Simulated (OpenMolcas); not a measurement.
An OpenMolcas run meant for Ho4+ (ANO-R2, X2C; inactive shells 1s 2s 2p 3s 3p 3d 4s 4p 4d 5s 5p; intended active space 9 electrons in 7 orbitals (4f)). One step of its input:

```
&CASPT2
Multistate=18 1 2 3 4 5 6 7 8 9 10 11 12 13 14 15 16 17 18
Frozen=14 9
IPEA=0.25
Shift=1.5
MaxIter=60
WThr=0.0 0.3 0.05
PrWF=0.5
NoMix
```

The run finished. Its levels beside those of a sound run (SS-CASPT2, IPEA 0.25 Eh, imaginary shift 0.1 Eh (closed shells correlated: 5s 5p)), in cm-1 above each run's lowest level:

```csv
Level,This run,Usual run
4f9 6H* 15/2,0.0,0.0
4f9 6H* 13/2,4350,4350
4f9 6H* 11/2,7937,7938
4f9 6F* 11/2,10847,10719
4f9 6H* 9/2,10813,10814
4f9 6F* 9/2,11813,11688
4f9 6H* 7/2,13041,13042
4f9 6F* 7/2,14129,14003
4f9 6H* 5/2,14690,14692
4f9 6F* 5/2,16317,16190
4f9 6F* 3/2,18022,17894
4f9 6F* 1/2,19093,18964
```

**Question.** Which setting is unsound, and how much does it matter here?

**Answer.** The level shift is far above the usual 0.1 to 0.3 hartree and damps the second-order energy. Against the sound run the excited levels shown move by 70 cm-1 on average and by 130 cm-1 at most.

CASPT2 breaks the degeneracy within a term, and the mean is taken; among the terms shown or strongly mixed into the levels shown the widest spread is 82 cm-1 (4f9 6H*, the sound run). High states are left out of the spin-orbit mixing, which shifts the levels that they would mix with. Only configurations of the active space appear.

* marks odd parity.
